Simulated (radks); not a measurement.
Charge is removed step by step from the 4p3/2 level of Dy, starting from [Ar] 3d10 4s2 4p(1/2: 2, 3/2: 4) 4d10 4f10 5s2 5p6 6s2. Calculated with a radial shooting solver on a logarithmic mesh with Libxc functionals: Dirac Kohn-Sham, LDA (Slater exchange, Perdew-Wang correlation), spin-unpolarised, spherical densities, finite nucleus; open shells fill j = l - 1/2 first; Fermi nuclear charge, rms radius 5.2218 fm.

removed (e) = 0: E - E(0) (eV) 0.000; eigenvalue (eV) -279.65; E minus straight line (eV) 0.000
removed (e) = 0.25: E - E(0) (eV) 70.412; eigenvalue (eV) -283.71; E minus straight line (eV) -1.665
removed (e) = 0.5: E - E(0) (eV) 141.88; eigenvalue (eV) -288.12; E minus straight line (eV) -2.271
removed (e) = 0.75: E - E(0) (eV) 214.49; eigenvalue (eV) -292.81; E minus straight line (eV) -1.737
removed (e) = 1: E - E(0) (eV) 288.31; eigenvalue (eV) -297.74; E minus straight line (eV) 0.000

Removing the whole electron costs 288.31 eV by Delta-SCF, against 279.65 eV from minus the eigenvalue at the starting occupation. Slater's transition state (half an electron removed) gives 288.12 eV. Integrating minus the eigenvalue over the occupation (Janak's theorem) gives 288.31 eV. The mean slope of the eigenvalue, de/dn, is 18.1 eV per electron.
